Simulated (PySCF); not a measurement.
W(O)2(OH)2 anion (H2O4W), SMILES [OH][W](=[O])(=[O])[OH] (connectivity only; charge and spin as stated), charge -1, multiplicity 2. Geometry optimised at PBE0-D3(BJ)/def2-SVPD. The spin state was assumed, not searched. The isomer is the one that the SMILES or the coordinates give; other isomers of the formula were not compared. The def2 effective core potentials stand for the cores of W; spin–orbit coupling is left out. Other conformers were not sampled.

These are PySCF 2.14.0 with PBE0-D3(BJ)/def2-SVPD values and carry that method's errors.

Harmonic wavenumbers (cm⁻¹): 128, 178, 220, 256, 309, 352, 394, 555, 604, 785, 789, 910, 956, 3934, 3937. Rotational constants (GHz): 3.871, 2.999, 2.917; symmetry number 2.

**Question.** Work out the zero-point energy and the ideal-gas rigid-rotor harmonic-oscillator thermochemistry at 298.15 K and 1 atm.

**Answer.** ZPE = ½ Σ hcν = ½ × 14306 cm⁻¹ = 20.45 kcal/mol. H − E(el) = 25.32 kcal/mol. Entropy in cal/(mol K): translation 42.45, rotation 25.28, vibration 14.15, spin 1.38, total 83.25. G − E(el) = 0.50 kcal/mol. Cp = 24.43 cal/(mol K). Modes under 150 cm⁻¹ make the vibrational entropy uncertain.
